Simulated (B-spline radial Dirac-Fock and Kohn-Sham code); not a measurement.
Compton profile of Pd⁴⁺

System: Pd⁴⁺ in the configuration 1s2 2s2 2p6 3s2 3p6 3d10 4s2 4p6 4d6.

Model: the impulse approximation on Dirac-Fock densities. Program: a radial finite-basis atomic code. pz is in atomic units of momentum; subshell profiles are per electron, for a selection of subshells; open shells are spread over both j values by their weights.

```
 pz    J total   J 3p1/2   J 3p3/2   J 4p3/2   J 4d5/2
  1      4.786    0.0915    0.0939     0.219     0.209
1.2      4.491    0.0912    0.0935     0.198     0.198
1.4      4.151    0.0908    0.0930     0.173     0.181
1.6      3.788    0.0901    0.0922     0.146     0.161
1.8      3.427    0.0891    0.0912     0.119     0.139
  2      3.087    0.0879    0.0898    0.0941     0.116
2.5      2.401    0.0835    0.0849    0.0465    0.0679
  3      1.958    0.0772    0.0780    0.0217    0.0358
  4      1.489    0.0604    0.0600    0.0100   0.00884
  5      1.200    0.0421    0.0408   0.00964   0.00352
  7     0.7601    0.0154    0.0142   0.00479   0.00298
 10     0.3959   0.00350   0.00342  0.000764   0.00165
 15     0.1690   0.00266   0.00274  0.000424  0.000343
 20    0.08450   0.00171   0.00165  0.000273  7.13e-05
 30    0.02798  0.000401  0.000352  5.90e-05  4.54e-06
 40    0.01175  9.50e-05  7.68e-05  1.28e-05    < 1e-6
 60   0.002879  8.88e-06  6.14e-06  1.01e-06    < 1e-6
100  0.0003432    < 1e-6    < 1e-6    < 1e-6    < 1e-6
```

Task: What is the peak value J(0), and which subshell contributes most to it?

Result: J(0) = 5.393. The 4p3/2 subshell gives the largest part, 18 %.

Mean momentum ⟨p⟩ by subshell (a.u.): 1s1/2 41.5, 2s1/2 14.6, 2p1/2 19.5, 2p3/2 18.7, 3s1/2 6.89, 3p1/2 8.23, 3p3/2 8.00, 3d3/2 9.43, 3d5/2 9.34, 4s1/2 3.02, 4p1/2 3.31, 4p3/2 3.22, 4d3/2 3.15, 4d5/2 3.12.

Values without a named source are computed, but for edge energies of neutral atoms, which are taken from tables.
